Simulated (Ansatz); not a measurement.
System: C₄H₁₀B (charge 0, doublet). It need not be the lowest isomer of its formula. SMILES: CB(C)[CH]C
Structure (B3LYP-D3(BJ)/def2-TZVP (Ansatz, an electronic-structure program) minimum search):
```xyz
15

C      2.1369     0.3044    -0.0794
C      0.9147    -0.4930    -0.3596
B     -0.5314    -0.1238     0.0026
C     -0.8441     1.2212     0.7676
C     -1.7135    -1.0803    -0.4056
H      1.9234     1.2439     0.4294
H      2.8454    -0.2651     0.5363
H      2.6787     0.5319    -1.0064
H      1.1060    -1.4303    -0.8817
H     -0.7254     2.0651     0.0746
H     -1.8620     1.2742     1.1585
H     -0.1503     1.4193     1.5899
H     -2.1939    -1.4734     0.4999
H     -2.5040    -0.5282    -0.9266
H     -1.4244    -1.9320    -1.0245
```
Charge 0, spin multiplicity 2.

Computed values are from Ansatz. Cores are frozen in the correlated levels unless marked. Open shells are spin-unrestricted. No spin-orbit coupling. No relativistic terms. Basis-set limits of correlation are two-point, X^-3; Hartree-Fock from the larger set.

**Question.** What is the dipole moment at CCSD(T)/aug-cc-pVDZ?

**Answer.** 0.93 D.

**Question.** What is the T1 diagnostic at CCSD/cc-pVQZ?

**Answer.** 0.012.

**Question.** What is the total energy at CCSD(T)/CBS(cc-pVTZ,cc-pVQZ)?

**Answer.** -182.9805 Eh.

**Question.** What is the atomisation energy De at CCSD(T)/CBS(cc-pVTZ,cc-pVQZ)?

**Answer.** 5830.9 kJ/mol.
